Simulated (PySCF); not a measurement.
Molecule: `c1cncc(F)n1`, C4H3FN2.

Structure with atom numbers: `[F:1][c:2]1[cH:3][n:4][cH:5][cH:6][n:7]1`; H(Xn) means a hydrogen on atom n.

Geometry PBE0-D3(BJ)/def2-SVP throughout; GIAO in PySCF 2.14, gas phase, one conformer, non-relativistic; equivalent atoms averaged; functional PBE0.

Q: How do the shifts δ (against CFCl3, TMS, NH3 at the same level) depend on the basis set? (a selection of nuclei; ppm; last column core-seconds on shared hosts with different chips, so compare them loosely)

A: 
```
    basis set  functions     F1     C2     C6     C5     C3     N7  H(C3)  H(C5)  H(C6)  core-s
       STO-3G         38    6.0  124.4  117.3  115.2  111.2  233.8   8.60   8.59   8.42     4.6
     pcSseg-0         69  -67.7  178.6  154.9  155.8  148.3  341.6   8.98   9.14   8.76     4.8
        6-31G         69  -83.7  157.0  138.0  138.3  131.1  300.2   8.82   8.99   8.69     9.5
       6-31G*        104  -74.6  153.7  136.7  135.6  128.4  284.0   8.22   8.42   8.17      10
      cc-pVDZ        113  -71.7  159.7  141.7  140.9  132.9  305.3   8.28   8.39   8.10     8.4
     def2-SVP        113  -61.6  159.0  140.3  139.5  131.6  303.4   8.16   8.24   7.94     8.2
     pcSseg-1        134  -79.6  166.8  147.6  147.2  138.7  328.1   8.50   8.55   8.26     8.5
  aug-cc-pVDZ        188  -80.9  160.2  141.4  141.4  133.5  303.3   8.66   8.74   8.48      17
6-311+G(2d,p)        207  -84.0  165.4  145.4  145.3  137.3  318.1   8.60   8.66   8.37      25
    def2-TZVP        235  -80.1  167.7  147.1  146.8  138.5  324.0   8.51   8.63   8.34      24
      cc-pVTZ        252  -77.2  166.5  146.2  145.7  137.3  322.6   8.48   8.60   8.30      25
     IGLO-III        275  -82.2  170.6  150.5  150.3  141.9  327.4   8.58   8.65   8.37      29
     pcSseg-2        294  -81.4  171.9  151.8  151.5  143.0  330.3   8.57   8.65   8.35      32
```

Q: Which nucleus among those listed moves most, in ppm?

A: N7 (pyridine-type ring nitrogen): from 233.8 ppm with STO-3G to 341.6 ppm with pcSseg-0. The smallest spread is 0.82 ppm, at H(C3). Proton shifts span only some 12 ppm, so a few tenths of a ppm matter as much there as several ppm in carbon.

Q: Taking the largest basis, pcSseg-2 (294 functions), as the yardstick, rank the others by their worst heavy-atom deviation.

A: IGLO-III 2.9 ppm (275 functions), pcSseg-1 5.0 ppm (134 functions), def2-TZVP 6.3 ppm (235 functions), cc-pVTZ 7.8 ppm (252 functions), 6-311+G(2d,p) 12.2 ppm (207 functions), pcSseg-0 13.7 ppm (69 functions), cc-pVDZ 25.0 ppm (113 functions), def2-SVP 26.9 ppm (113 functions), aug-cc-pVDZ 27.0 ppm (188 functions), 6-31G 30.1 ppm (69 functions), 6-31G* 46.3 ppm (104 functions), STO-3G 96.5 ppm (38 functions).

A small basis that lands close on one nucleus may do so by chance; judge by the trend and by all nuclei.
